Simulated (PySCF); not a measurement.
# How methods differ on the excitation energy of Nb

Nb [Kr] 4d4 5s1 (6D) → Nb [Kr] 4d3 5s1 5p1 (high-spin determinant), as a difference of total energies. Computed with PySCF 2.14 in aug-cc-pVTZ-PP with one added diffuse shell each of s, p, d, f, g type with ECP28MDF (7s7p6d4f3g, 113 functions), with a scalar-relativistic core potential. Correlated levels: valence: 4s2 4p6 frozen. The calculations carry no spin-orbit coupling.

```json
{"method": "UHF", "excitation energy (eV)": "1.493"}
{"method": "LDA", "excitation energy (eV)": "2.847"}
{"method": "PBE", "excitation energy (eV)": "2.724"}
{"method": "PBE0", "excitation energy (eV)": "2.547"}
{"method": "r2SCAN", "excitation energy (eV)": "2.525"}
{"method": "MN15", "excitation energy (eV)": "2.652"}
{"method": "r2SCANh", "excitation energy (eV)": "2.487"}
{"method": "wB97X-V", "excitation energy (eV)": "2.154"}
{"method": "MP2 (valence)", "excitation energy (eV)": "2.002"}
{"method": "SCS-MP2 (valence)", "excitation energy (eV)": "1.663"}
```

How much does correlation contribute at MP2 (valence)?

2.002 − (1.493) = 0.509 eV, measured against UHF.

The determinant of the upper state mixes LS terms, which raises its energy above the lowest term, most at the Hartree-Fock and MP2 levels.
